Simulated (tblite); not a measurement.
C8H12 (charge -1 and doublet state).
Z-matrix (Å and degrees, GFN2-xTB geometry), rows numbered from 1:
```
C 
C   1  1.5008
C   2  1.5011  1  114.16
C   2  1.3939  1  122.11  3  -168.05
C   4  1.3977  2  130.09  1    -8.52
C   5  1.3910  4  112.89  2  -176.38
C   6  1.4978  5  109.76  4    -4.21
C   4  1.5219  2  122.66  1   175.20
H   1  1.1052  2  112.74  3    66.82
H   1  1.0870  2  110.91  3  -172.68
H   1  1.0995  2  111.25  3   -52.52
H   3  1.0891  2  111.73  1   165.79
H   3  1.0989  2  110.80  1    45.68
H   3  1.1069  2  112.99  1   -73.34
H   5  1.0824  4  124.44  2     2.10
H   6  1.0804  5  126.62  4  -172.41
H   7  1.1079  6  112.57  5  -113.94
H   7  1.1050  6  112.88  5   126.76
H   8  1.0972  4  111.50  2   -58.30
H   8  1.0985  4  110.84  2    60.55
```

Computed geometry: GFN2-xTB, gas phase. This method treats the open shell by occupation alone, without spin polarisation.

Take the most abundant isotopes and a rigid rotor. The values belong to one conformer with, in the numbering `[CH3:1][C-:2]([CH3:3])[C:4]1[CH:5]=[CH:6][CH2:7][CH2:8]1`, C1–C2–C4–C5 -9°.

What are A, B and C (cm⁻¹)?

Ia = 123.36, Ib = 352.07, Ic = 462.48 u·Å²; 505379 MHz·u·Å²/I gives 4097, 1435 and 1093 MHz, that is A = 0.13665, B = 0.04788, C = 0.03645 cm⁻¹.

What kind of rotor is it?

An asymmetric top. Ray's parameter κ = (2B − A − C)/(A − C) = -0.772; −1 is the prolate and +1 the oblate limit.

What does the inertial defect say?

Not planar: Δ = Ic − Ia − Ib = -12.95 u·Å². For a rigid frame Δ = −2 Σ m c², so Σ m c² = 6.48 u·Å² lies off the ab plane: 6.31 from hydrogen and 0.17 from heavier atoms. The atom farthest from that plane is 1.05 Å away.

Where do the levels up to J = 5 lie, in MHz?

Above 0(0,0):
J = 1: 1(0,1) 2528, 1(1,1) 5190, 1(1,0) 5532
J = 2: 2(0,2) 7554, 2(1,2) 9903, 2(1,1) 10931, 2(2,1) 18915, 2(2,0) 18946
J = 3: 3(0,3) 15016, 3(1,3) 16955, 3(1,2) 19010, 3(2,2) 26500, 3(2,1) 26653, 3(3,1) 40682, 3(3,0) 40684
J = 4: 4(0,4) 24833, 4(1,4) 26326, 4(1,3) 29740, 4(2,3) 36589, 4(2,2) 37038, 4(3,2) 50852, 4(3,1) 50864, 4(4,1) 70629, 4(4,0) 70629
J = 5: 5(0,5) 36918, 5(1,5) 37992, 5(1,4) 43083, 5(2,4) 49161, 5(2,3) 50165, 5(3,3) 63582, 5(3,2) 63631, 5(4,2) 83339, 5(4,1) 83340, 5(5,1) 108770, 5(5,0) 108770

For this open shell read J as N, the rotation without spin; fine and hyperfine splittings come on top. Its GFN2-xTB frequencies are all real (lowest 57 cm⁻¹). Whether the extra electron is bound in the gas phase wasn't checked; a finite basis holds it in any case. No vibrational averaging or centrifugal distortion is included, and the geometry carries the error of its method.

Time: 0.54 s wall. Hardware: an Arm Neoverse V1 with one thread (shared host). These figures are those of the optimisation.
